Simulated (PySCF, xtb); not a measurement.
C₄H₁₁NSi, SMILES CC/N=C(\C)[SiH3]. The values are those of a single conformer.

Harmonic wavenumbers (cm⁻¹) from GFN2-xTB (xtb) at its own minimum, in rising order: 52, 79, 122, 134, 156, 226, 251, 357, 422, 447, 536, 567, 722, 765, 775, 798, 801, 924, 956, 1015, 1089, 1095, 1111, 1160, 1250, 1329, 1375, 1403, 1447, 1475, 1477, 1485, 1501, 1691, 2219, 2230, 2333, 2858, 2883, 2981, 2995, 3032, 3039, 3046, 3050.

**Question.** What does PBE-D3(BJ)/def2-SVP (PySCF) give at its own minimum? (Estimate from the structure and the level; the computed values follow.)

**Answer.** 48, 60, 130, 141, 166, 249, 256, 372, 393, 456, 609, 621, 689, 753, 858, 873, 898, 911, 942, 969, 1042, 1065, 1071, 1133, 1242, 1304, 1313, 1349, 1372, 1397, 1398, 1409, 1425, 1641, 2140, 2144, 2201, 2899, 2940, 2954, 2977, 3029, 3069, 3072, 3073. Paired by order, the mean absolute difference is 42 cm⁻¹ and the zero-point energies are 85.3 and 84.4 kcal/mol.
